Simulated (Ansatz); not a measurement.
`C=N[SiH2][TeH]` + `S[SiH]1CO1` → `[TeH][SiH]1CO1` + `C=N[SiH2]S`  (redistribution)

Isolated molecules relaxed with PBE0-D4/def2-TZVP in Ansatz; ΔE leaves out vibrations. CBS: MP2 limit from def2 TZ/QZ plus the TZ coupled-cluster correction, frozen cores. DFT in def2-TZVPP. B3LYP here is the variant with VWN-RPA as its local correlation; programs differ in this. Elements past krypton have def2 core potentials. For Te outer-core shells are correlated without core-valence functions, which leaves a few kJ/mol of doubt a bond. One conformer a species, not always the lowest.

`C=N[SiH2][TeH]`:

Z-matrix (Å, degrees):
```
Si
N 1 1.736
Te 1 2.508 2 116.0
H 1 1.482 2 107.6 3 117.9
H 1 1.481 2 107.2 3 -122.5
C 2 1.256 1 127.0 3 0.2
H 3 1.658 1 91.3 2 -78.1
H 6 1.101 2 123.7 1 -0.0
H 6 1.096 2 120.0 1 -179.9
```

`S[SiH]1CO1`:

```xyz
8

S    -1.443    1.241   -1.122
Si    0.188    0.095   -0.424
C     0.100   -0.801    1.132
O     0.885    0.457    1.029
H    -0.797    1.627   -2.235
H     1.103   -0.247   -1.530
H    -0.756   -0.704    1.797
H     0.719   -1.668    1.351
```

`[TeH][SiH]1CO1`:

Z-matrix (Å, degrees):
```
Si
C 1 1.804
O 1 1.657 2 50.5
Te 1 2.464 2 125.2 3 102.3
H 1 1.480 2 122.9 3 -99.7
H 2 1.088 1 121.3 3 -99.7
H 2 1.088 1 122.7 3 99.1
H 4 1.657 1 90.7 2 -13.9
```

`C=N[SiH2]S`:

Cartesian coordinates in Å:
```
C 0.975 -0.718 -1.334
N -0.126 -0.426 -0.801
Si -0.315 0.721 0.492
S -1.021 -0.263 2.241
H 1.942 -0.276 -1.042
H 1.020 -1.456 -2.143
H -1.279 1.739 0.015
H 0.968 1.355 0.909
H -2.163 -0.677 1.664
```

```tsv
level	ΔE (kJ/mol)	difference from CCSD(T)/CBS
PBE-D4	10.3	2.4
r2SCAN-D4	9.1	1.2
B3LYP-D4	9.0	1.1
ωB97X-V	8.0	0.1
ωB97M-V	9.2	1.3
PBE	9.2	1.3
r2SCAN	8.9	1.0
PBE0	8.7	0.8
HF/def2-TZVPP	4.8	-3.1
MP2/def2-TZVPP	7.9	0.0
CCSD/def2-TZVPP	7.0	-0.9
HF/def2-QZVPP	4.2	-3.7
MP2/def2-QZVPP	8.0	0.1
SCS-MP2/def2-QZVPP	6.6	-1.3
MP2/CBS(def2)	8.3	0.4
CCSD/CBS(def2)	7.4	-0.5
CCSD(T)/CBS	7.9	0
```

Largest T1 diagnostic among the species: 0.013.
